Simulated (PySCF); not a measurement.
These compounds are isomers of formula C9H10NP.

A. `C#Cc1cccpc1N(C)C`
B. SMILES C#CCn1cpc(C=C)c1C
C. `C#Cc1cpcn1C1CCC1`
D. `InChI=1S/C9H10NP/c1-7-10(2)8-5-3-4-6-9(8)11-7/h3-6H,1-2H3`

Spectrum 1. ¹³C{¹H} NMR (computed): δ 182.0 (C), 149.7 (C), 147.1 (C), 135.0 (CH), 128.6 (CH), 125.1 (CH), 115.0 (CH), 32.7 (CH3), 20.1 (CH3).

Spectrum 2. ¹³C{¹H} NMR (computed): δ 156.1 (CH), 150.6 (CH), 126.2 (C), 93.3 (CH), 81.4 (C), 54.5 (CH), 31.2 (CH2), 15.4 (CH2).

Spectrum 3. ¹³C{¹H} NMR (computed): δ 159.2 (CH), 151.0 (C), 143.6 (CH), 138.0 (C), 119.8 (CH2), 83.7 (C), 82.4 (CH), 43.1 (CH2), 15.1 (CH3).

Spectrum 4. ¹³C{¹H} NMR (computed): δ 194.0 (C), 163.7 (CH), 145.8 (CH), 129.3 (CH), 117.0 (C), 95.3 (CH), 90.4 (C), 45.9 (CH3).

[PySCF: structure optimised with GFN2-xTB; NMR shieldings at PBE0/pcSseg-1/GIAO; a single conformation; relativity neglected; no solvent model; one averaged value for each set of equivalent atoms]

Scale: TMS for ¹³C (σref 186.93) (reference shieldings calculated alike). Splittings of carbon signals by F and P are missing where no couplings were computed. Shifts are as computed. Against solution values, carbons near 30 ppm lie about +3 ppm off and those near 130 ppm about +5 ppm. Of 1211 compounds with measured shifts, 218 miss one by over three times the rms of a fit or turn the order of signals round; such compounds aren't used in these exercises.

**Question.** Match each spectrum to its structure.

**Answer.** 1–D, 2–C, 3–B, 4–A.

- Spectrum 1 (D): 9 ¹³C signals; δC 135.0 is an aromatic CH; δC 128.6 is an aromatic CH.
- Spectrum 2 (C): 8 ¹³C signals; δC 156.1 is an aromatic CH next to a ring nitrogen; δC 93.3 is a terminal alkyne carbon.
- Spectrum 3 (B): 9 ¹³C signals; δC 159.2 is an aromatic CH next to a ring nitrogen; δC 143.6 is an alkene CH.
- Spectrum 4 (A): 8 ¹³C signals; δC 194.0 is an aromatic carbon bearing nitrogen; δC 129.3 is an aromatic CH.
